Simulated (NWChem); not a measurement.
Molecule: Si$_{2}$H$_{5}$O$_{2}$F; SMILES O[SiH2][Si@H](F)O

Program: NWChem. The geometry was optimised at PBE0/def2-SVP. Level: PBE0/def2-SVP with SMD, gas-phase geometry; reactions with the solvents are ignored. One conformer.

```csv
SMD term (kcal/mol),water,toluene
distortion of the solute's density,1.25,0.11
polarisation,-12.20,-3.11
"cavity, dispersion and structure",3.69,-1.08
```

Q: Sum the solvation free energies, find the transfer free energy from water to toluene and the partition coefficient at 298.15 K.

A: 
1. ΔG(solv, water) = -7.26 kcal/mol and ΔG(solv, toluene) = -4.08 kcal/mol (1 M gas to 1 M solution).
2. Transfer: -4.08 − (-7.26) = 3.18 kcal/mol.
3. log₁₀ K(toluene/water) = −ΔG/(RT ln 10) = -3.18/1.364 = -2.3, so the model puts more of the solute in water.
4. Of the transfer energy, 7.95 kcal/mol is electrostatic and -4.77 comes from the non-electrostatic term. The two phases are taken as the pure solvents.
